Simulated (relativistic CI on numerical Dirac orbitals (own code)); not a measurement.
# Sm⁴⁺ (4f4) in a crystal field

Calculated by Dirac-Coulomb-Breit CI, orbitals from a KLI potential per configuration, model QED, one configuration in a parametric crystal field, unscaled Slater integrals (own radial code). With so little scaling, terms lie 10 to 35 % too far apart, which can change the order of excited levels.

Field parameters in Wybourne normalisation; cubic f-shell fields have B⁴₄ = √(5/14) B⁴₀ and B⁶₄ = −√(7/2) B⁶₀. The field is a parameter set, without covalency.

S is read from ⟨S²⟩ = S(S + 1).

Powder χT (cm³ K mol⁻¹) by Van Vleck's formula, with temperature-independent terms:

```
                                                                                                            Field     2 K     5 K    10 K   20 K   50 K  100 K  200 K  300 K
C2v, B20 = -210, B22 = 110, B40 = 980, B42 = 310, B44 = -1010, B60 = -760, B62 = 150, B64 = -160, B66 = -840 cm⁻¹  0.0534   0.132   0.234  0.334  0.461  0.623  0.813  0.906
  C2v, B20 = 830, B22 = -130, B40 = -950, B42 = -820, B44 = -40, B60 = -920, B62 = 110, B64 = 400, B66 = 740 cm⁻¹   0.141   0.244   0.337  0.432  0.593   0.73  0.856  0.924
      C2v, B20 = 950, B22 = 140, B40 = 970, B42 = 510, B44 = 350, B60 = 820, B62 = 480, B64 = 820, B66 = 610 cm⁻¹  0.0349  0.0853   0.147  0.218  0.375  0.592  0.804  0.898
   C2v, B20 = 590, B22 = -210, B40 = 680, B42 = 750, B44 = -160, B60 = 280, B62 = -320, B64 = -450, B66 = 40 cm⁻¹  0.0462   0.116   0.228  0.406  0.655  0.803   0.91  0.961
                                                           D3h, B20 = -140, B40 = -770, B60 = -760, B66 = 60 cm⁻¹   0.596   0.614   0.639  0.668  0.756  0.851   0.93  0.972
                                                                                    Oh, B40 = 520, B60 = 500 cm⁻¹  0.0155  0.0387  0.0781  0.182  0.502  0.718  0.866  0.934
```

**Question.** For Oh, B40 = 520, B60 = 500 cm⁻¹: what effective moment follows at 300 K?

**Answer.** μ_eff = √(8χT) = 2.73 μB. The LS value g√(J(J + 1)) of the free ion's ⁵I4 level is 2.68 μB. The ground level is a non-magnetic singlet, so χT starts at zero and rises through temperature-independent paramagnetism and the filling of excited levels.
